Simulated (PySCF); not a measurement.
C2H2Cl, SMILES [CH]=CCl, multiplicity 2.

Coordinates come from a PBE0-D3(BJ)/def2-TZVP optimisation. The isomer is the one that the SMILES or the coordinates give; other isomers of the formula were not compared.

Level of theory: SMD-PBE0/def2-SVP in PySCF.

Solvation free energies are E(SMD) − E(gas) at the gas-phase geometry, for 1 M in both phases. In vacuum the dipole moment is 0.85 D.

Computed solvation free energies in water, N,N-dimethylformamide, toluene:
```tsv
solvent	ΔG(solv) (kcal/mol)	its non-electrostatic (CDS) part	dipole (D)
water	0.8	3.5	1.11
N,N-dimethylformamide	-1.5	1.2	1.11
toluene	-1.6	-0.3	0.98
```
